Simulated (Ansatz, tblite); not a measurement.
InN nanocrystals, H-capped: gap (eV) at several levels, gas phase, relaxed structures; Ansatz, xTB through tblite. Core potentials for In in the def2 sets, no spin–orbit coupling. Levels of anions in sets without diffuse functions are rough. A dash marks a value that wasn't run or was left out as unsound. The structures are stationary points that may keep the symmetry of their start.

| species | state | geometry | GFN1-xTB | GFN2-xTB | PBE-D4/def2-SVP | PBE-D4/def2-TZVP | r2SCAN-D4/def2-TZVP | PBE0-D4/def2-TZVP |
| --- | --- | --- | --- | --- | --- | --- | --- | --- |
| In3N3H12, cut from zinc blende, rod | singlet | PBE-D4/def2-SVP | 4.65 | 4.83 | 5.27 | 5.05 | 5.73 | 6.96 |
| In4N4H14, cut from wurtzite | singlet | PBE-D4/def2-SVP | 3.72 | 3.33 | 4.29 | 4.13 | 4.72 | 6.10 |
| In4N4H16, cut from zinc blende, disc | singlet | r2SCAN-D4/def2-SVP | 4.84 | 4.82 | 4.92 | 4.75 | 5.47 | 6.61 |
| In6N6H18, cut from wurtzite | singlet | PBE-D4/def2-SVP | 3.70 | 3.27 | 4.22 | 4.05 | 4.58 | 6.01 |
| In7N7H20, cut from zinc blende | singlet | PBE-D4/def2-SVP | 2.90 | 2.50 | 3.47 | 3.30 | 3.83 | 5.23 |
| In8N8H22, cut from wurtzite | singlet | PBE-D4/def2-SVP | 3.05 | 3.33 | 4.22 | 4.01 | 4.46 | 6.02 |
| In9N9H24, cut from wurtzite | singlet | PBE-D4/def2-SVP | 2.79 | 3.05 | 3.94 | 3.73 | 4.17 | 5.72 |
| In10N9H26⁻, cut from wurtzite | singlet | r2SCAN-D4/def2-SVP | 2.65 | 3.05 | 3.86 | 3.65 | – | 5.55 |

Over the 7 species that have every level, the mean is 3.67 at GFN1-xTB, 3.59 at GFN2-xTB, 4.33 at PBE-D4/def2-SVP, 4.15 at PBE-D4/def2-TZVP, 4.71 at r2SCAN-D4/def2-TZVP, 6.09 at PBE0-D4/def2-TZVP. Orbital gaps grow with the share of exact exchange and aren't one observable across functionals.
